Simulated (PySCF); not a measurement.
PySCF input (BP86/def2-TZVPD):

```python
from pyscf import gto, scf, dft

mol = gto.M(
    atom='''
    In   -0.00000000   -0.00000000   -0.61884241
    Cl    0.00000000    0.00000000    1.78372224
    ''',
    basis='def2-tzvpd',
    ecp='def2-tzvp',
    charge=0,
    spin=2,
    symmetry='C2v',
    verbose=4,
)

mf = dft.UKS(mol, xc='bp86').density_fit(auxbasis='def2-universal-jkfit')
mf.grids.level = 3
mf.conv_tol = 1e-9
mf.max_cycle = 100
mf.max_memory = 1500
mf.kernel()
if not mf.converged:
    mf = mf.newton()
    mf.kernel(mf.make_rdm1())
mf.analyze()
```

End of the output:

```
Extra cycle  E= -650.463993157483  delta_E= 2.24e-10  |g|= 1.96e-05  |ddm|= 5.89e-05
converged SCF energy = -650.463993157483  <S^2> = 2.0024919  2S+1 = 3.0016608
**** SCF Summaries ****
Total Energy =                        -650.463993157482719
Nuclear Repulsion Energy =              78.631084619695869
One-electron Energy =                -1126.714099710568007
Two-electron Energy =                  397.619021933389376
Two-electron Coulomb Energy =          442.711753486539408
DFT Exchange-Correlation Energy =      -45.092731553150060
HOMO-LUMO gap [eV] =                    -3.287544496114949
Wave-function symmetry = B2
alpha occupancy for each irrep:     A1   A2   B1   B2
                                    10    1    4    5
beta  occupancy for each irrep:     A1   A2   B1   B2
                                     9    1    4    4
**** MO energy ****
alpha MO #1 (A1 #1), energy= -100.726031991266 occ= 1
alpha MO #2 (A1 #2), energy= -9.18939343793949 occ= 1
alpha MO #3 (A1 #3), energy= -7.0135569117609 occ= 1
alpha MO #4 (B1 #1), energy= -7.00277942326018 occ= 1
alpha MO #5 (B2 #1), energy= -7.00192481166296 occ= 1
alpha MO #6 (A1 #4), energy= -4.51958097484263 occ= 1
alpha MO #7 (B1 #2), energy= -2.96388533783916 occ= 1
alpha MO #8 (A1 #5), energy= -2.95935279599382 occ= 1
alpha MO #9 (B2 #2), energy= -2.95335576716518 occ= 1
alpha MO #10 (A1 #6), energy= -0.765167335502352 occ= 1
alpha MO #11 (B1 #3), energy= -0.727887393075309 occ= 1
alpha MO #12 (A1 #7), energy= -0.722965090318212 occ= 1
alpha MO #13 (A2 #1), energy= -0.722049761688656 occ= 1
alpha MO #14 (B2 #3), energy= -0.719499320469295 occ= 1
alpha MO #15 (A1 #8), energy= -0.70739837985101 occ= 1
alpha MO #16 (A1 #9), energy= -0.39424670778801 occ= 1
alpha MO #17 (B1 #4), energy= -0.29960047124985 occ= 1
alpha MO #18 (B2 #4), energy= -0.297219431483215 occ= 1
alpha MO #19 (A1 #10), energy= -0.28599162130423 occ= 1
alpha MO #20 (B2 #5), energy= -0.122338783157209 occ= 1
alpha MO #21 (B1 #5), energy= -0.118062819220759 occ= 0
alpha MO #22 (A1 #11), energy= -0.0516964924999963 occ= 0
alpha MO #23 (A1 #12), energy= -0.0088907926904617 occ= 0
alpha MO #24 (A2 #2), energy= 0.0320661951992598 occ= 0
alpha MO #25 (A1 #13), energy= 0.0339173015754571 occ= 0
alpha MO #26 (B2 #6), energy= 0.0391703745859973 occ= 0
alpha MO #27 (A1 #14), energy= 0.0407876751292081 occ= 0
alpha MO #28 (B1 #6), energy= 0.0475114091491369 occ= 0
alpha MO #29 (B2 #7), energy= 0.0555081366162034 occ= 0
alpha MO #30 (B1 #7), energy= 0.0568983271279651 occ= 0
alpha MO #31 (A1 #15), energy= 0.0643621221476467 occ= 0
alpha MO #32 (A1 #16), energy= 0.0867666486505842 occ= 0
alpha MO #33 (B2 #8), energy= 0.0955149104873092 occ= 0
alpha MO #34 (B1 #8), energy= 0.0993779640649821 occ= 0
alpha MO #35 (A2 #3), energy= 0.163166569780634 occ= 0
alpha MO #36 (A1 #17), energy= 0.164599034106488 occ= 0
alpha MO #37 (A1 #18), energy= 0.167049426268344 occ= 0
alpha MO #38 (B2 #9), energy= 0.173943188228481 occ= 0
alpha MO #39 (B1 #9), energy= 0.176029423160652 occ= 0
alpha MO #40 (A2 #4), energy= 0.199244271814382 occ= 0
alpha MO #41 (A1 #19), energy= 0.202309023013802 occ= 0
alpha MO #42 (A1 #20), energy= 0.207188108227596 occ= 0
alpha MO #43 (A1 #21), energy= 0.262895139797323 occ= 0
alpha MO #44 (B2 #10), energy= 0.266958095246054 occ= 0
alpha MO #45 (B1 #10), energy= 0.269867992436068 occ= 0
alpha MO #46 (A1 #22), energy= 0.27437996570176 occ= 0
alpha MO #47 (B1 #11), energy= 0.443294254060217 occ= 0
alpha MO #48 (B2 #11), energy= 0.44555051726475 occ= 0
alpha MO #49 (A1 #23), energy= 0.454993765956278 occ= 0
alpha MO #50 (B2 #12), energy= 0.486475665683746 occ= 0
alpha MO #51 (B1 #12), energy= 0.488010042854631 occ= 0
alpha MO #52 (B1 #13), energy= 0.544131342252585 occ= 0
alpha MO #53 (B2 #13), energy= 0.545360826767649 occ= 0
alpha MO #54 (A2 #5), energy= 0.549710539159417 occ= 0
alpha MO #55 (A1 #24), energy= 0.549914794372105 occ= 0
alpha MO #56 (A1 #25), energy= 0.583989583210624 occ= 0
alpha MO #57 (B2 #14), energy= 0.620798235147716 occ= 0
alpha MO #58 (B1 #14), energy= 0.621835322829291 occ= 0
alpha MO #59 (A2 #6), energy= 0.644742951090089 occ= 0
alpha MO #60 (A1 #26), energy= 0.647222925855553 occ= 0
alpha MO #61 (A1 #27), energy= 0.700036218446166 occ= 0
alpha MO #62 (B1 #15), energy= 0.80135472480049 occ= 0
alpha MO #63 (B2 #15), energy= 0.803077374287222 occ= 0
alpha MO #64 (A1 #28), energy= 0.846761076566781 occ= 0
alpha MO #65 (A1 #29), energy= 0.931444196558899 occ= 0
alpha MO #66 (A2 #7), energy= 0.934907473143428 occ= 0
alpha MO #67 (A1 #30), energy= 0.93820029288619 occ= 0
alpha MO #68 (B1 #16), energy= 0.946200272432664 occ= 0
alpha MO #69 (B2 #16), energy= 0.946945822088766 occ= 0
alpha MO #70 (A1 #31), energy= 1.1965252870602 occ= 0
alpha MO #71 (A2 #8), energy= 1.81699334334395 occ= 0
alpha MO #72 (A1 #32), energy= 1.81705101003289 occ= 0
alpha MO #73 (B1 #17), energy= 1.86888426569269 occ= 0
alpha MO #74 (B2 #17), energy= 1.87009513035256 occ= 0
alpha MO #75 (A1 #33), energy= 1.88923280464235 occ= 0
alpha MO #76 (A2 #9), energy= 1.95614190318471 occ= 0
alpha MO #77 (A1 #34), energy= 1.9562583339507 occ= 0
alpha MO #78 (B2 #18), energy= 1.99715835912651 occ= 0
alpha MO #79 (B1 #18), energy= 1.9971689658493 occ= 0
alpha MO #80 (B1 #19), energy= 2.01935095581878 occ= 0
alpha MO #81 (B2 #19), energy= 2.02475969784738 occ= 0
alpha MO #82 (B2 #20), energy= 2.05987221292958 occ= 0
alpha MO #83 (B1 #20), energy= 2.06012108225152 occ= 0
alpha MO #84 (A2 #10), energy= 2.12057953216713 occ= 0
alpha MO #85 (A1 #35), energy= 2.12062778385026 occ= 0
alpha MO #86 (A1 #36), energy= 2.13934084774193 occ= 0
alpha MO #87 (B1 #21), energy= 2.21649354873594 occ= 0
alpha MO #88 (B2 #21), energy= 2.21861463301938 occ= 0
alpha MO #89 (B1 #22), energy= 2.26991824567637 occ= 0
alpha MO #90 (B2 #22), energy= 2.2740320845724 occ= 0
alpha MO #91 (A1 #37), energy= 2.30715451631373 occ= 0
alpha MO #92 (A1 #38), energy= 2.44898471097321 occ= 0
alpha MO #93 (A1 #39), energy= 2.85266264133122 occ= 0
alpha MO #94 (B1 #23), energy= 10.5555306282392 occ= 0
alpha MO #95 (B2 #23), energy= 10.5567659379966 occ= 0
alpha MO #96 (A1 #40), energy= 10.7706089642018 occ= 0
alpha MO #97 (A1 #41), energy= 24.8728312540949 occ= 0
alpha MO #98 (A1 #42), energy= 37.5258384464494 occ= 0
alpha MO #99 (B1 #24), energy= 38.7044533125677 occ= 0
alpha MO #100 (B2 #24), energy= 38.7062644293773 occ= 0
alpha MO #101 (A1 #43), energy= 38.8861704796811 occ= 0
alpha MO #102 (A1 #44), energy= 125.526092727356 occ= 0
[...]
```

This is an excited triplet: at this geometry the singlet lies 3.24 eV lower at CCSD(T)/CBS(def2-TZVPPD,def2-QZVPPD).
